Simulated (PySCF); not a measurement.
## Structure from 2D NMR

Compound of formula C$_{5}$H$_{7}$BO$_{2}$. Correlations simulated from computed shifts and couplings:

HSQC (one-bond C–H):
```tsv
δH	δC	¹J(C,H) (Hz)
7.48	185.6	189
7.01	143.5	174
6.28	143.5	171
6.06	139.0	170
4.84	101.0	181
```

COSY cross peaks (|J| ≥ 2 Hz):
```tsv
δH	δH	abs. J (Hz)	bonds
7.48	4.84	4.3	3
7.01	6.06	18.3	3
6.28	6.06	11.3	3
```

HMBC (two and three bonds, |J| ≥ 2.5 Hz):
```tsv
δH	δC [abs. J in Hz]
7.48	182.5 [5.7], 101.0 [13.3]
7.01	182.5 [7.5], 139.0 [3.7]
6.28	182.5 [11.5]
6.06	182.5 [9.6]
4.84	185.6 [6.6], 182.5 [5.9], 139.0 [3.0]
```

Carbons without hydrogens: δ 182.5.

Isolated molecule, non-relativistic, a single conformation, rapidly exchanging positions averaged. Structure optimised with PBE0-D3(BJ)/def2-SVP; couplings computed with B3LYP/pcJ-1 (spin–dipole term only in couplings to heteroatoms); shielding tensors at PBE0/pcSseg-1 (GIAO); PySCF 2.14.0 with density-fitted response routines.

References, each an isolated molecule treated in the same way: TMS for ¹H and ¹³C.

Exchangeable hydrogens are left out of these lists, and C,H couplings along chains are those of one rotamer, so weak HMBC peaks may be missing or extra.

Problem. Assemble the structure.

Solution. SMILES C=CC1=[O+][BH2-]OC=C1.

Atom-mapped SMILES (the numbers label the heavy atoms): `[CH2:1]=[CH:2][C:3]1=[O+:4][BH2-:5][O:6][CH:7]=[CH:8]1`; H(Xn) means a hydrogen on atom n. Ha(C1) is cis to C3; Hb(C1) is trans to C3.

- δC 185.6 is C7, an alkene carbon bearing oxygen (δH 7.48).
- δC 182.5 is C3, a ketone carbonyl carbon.
- δC 143.5 is C1, a β carbon of a C=C–C=O unit (δH 7.01, 6.28).
- δC 139.0 is C2, an α carbon of a C=C–C=O unit (δH 6.06).
- δC 101.0 is C8, a β carbon of an enol-ether or enamine type C=C (δH 4.84).
- HMBC from δH 7.48 reaches the proton-free carbon C3.
- HMBC from δH 7.01 reaches the proton-free carbon C3.
- HMBC from δH 6.28 reaches the proton-free carbon C3.
- HMBC from δH 6.06 reaches the proton-free carbon C3.
- COSY links 7.48–4.84, 7.01–6.06, 6.28–6.06.

The shifts were computed for this structure.

Hydrogens on boron are broadened and split by ¹¹B (spin 3/2, 80 %) and 10B (spin 3). Unscaled 3J(H,H) at this level run about 10 % above measured values. Shifts are as computed. Against solution values, carbons near 30 ppm lie about +2 ppm off and those near 130 ppm about +5 ppm. Of 1211 compounds with measured shifts, 218 miss one by over three times the rms of a fit or turn the order of signals round; such compounds aren't used in these exercises.
